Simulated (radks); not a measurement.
Spherical quantum dot in the effective-mass picture: electrons in a parabolic well V = omega^2 r^2 / 2 with omega = 1.07, with a point charge +2 (a donor) at the centre, all in effective atomic units (hartree* = m*/eps^2 hartree, bohr* = eps/m* bohr), one dielectric constant everywhere. Calculated with a radial shooting solver with Libxc functionals: non-relativistic Kohn-Sham, LDA (Slater exchange, Perdew-Wang correlation), spin-polarised, spherical densities. Levels are named by radial order and angular momentum (1s, 1p, 1d, 2s, ...), and open shells are averaged over m. At N = 24 the configuration is 1s2 1p6 1d10 2s2 1f(up 4, down 0). Does electron 25 go into 1f down or 2p up or 1f up?

Answer. Into 1f up. The total energies of the other choices lie higher by 0.0439 hartree* (2p up), 0.0512 hartree* (1f down).
